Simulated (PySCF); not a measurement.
Gas-phase reaction: 2 WO2F2 + 2 H2 + 3 F2 = 2 WF5OH + 2 OH

Method: PySCF energies (xtb for GFN2) plus ideal-gas RRHO corrections (1 bar). † marks an energy on the PBE0/def2-TZVP geometry and frequencies; other levels use their own. CCSD(T) freezes the core. Open shells (unrestricted): OH (multiplicity 2); the rest are closed-shell singlets. GFN2 has no spin-polarisation term. Spin-orbit splitting is ignored; it lowers the true energy and changes the entropy of OH. B3LYP is the form with VWN-RPA correlation. W: scalar-relativistic def2 core potential, no spin-orbit coupling. WO2F2, WF5OH: computed as isolated molecules; such fragments, hydroxides, amides, oligomers or adducts are transient or little studied in the gas. CCSD(T) isn't extrapolated to the basis-set limit. Warning, large T1 diagnostic: WF5OH, WO2F2 (CCSD(T)/def2-SVP†). Warning, point group unlike the PBE0 one: WF5OH, WO2F2 (GFN2-xTB).

| level | ΔH°(298 K), kJ |
|---|---|
| B3LYP/def2-TZVP† | … |
| CCSD(T)/def2-SVP† | … |
| GFN2-xTB | … |
| HF/def2-TZVP† | -1728 |
| PBE/def2-TZVP† | -1258 |
| PBE0/def2-QZVP† | -1412 |
| PBE0/def2-TZVP | -1382 |
| LDA/def2-TZVP† | … |

### Question
Complete the blanks.

### Answer

- B3LYP/def2-TZVP†, ΔH°(298 K), kJ: -1345
- CCSD(T)/def2-SVP†, ΔH°(298 K), kJ: -1326
- GFN2-xTB, ΔH°(298 K), kJ: -2103
- LDA/def2-TZVP†, ΔH°(298 K), kJ: -1412
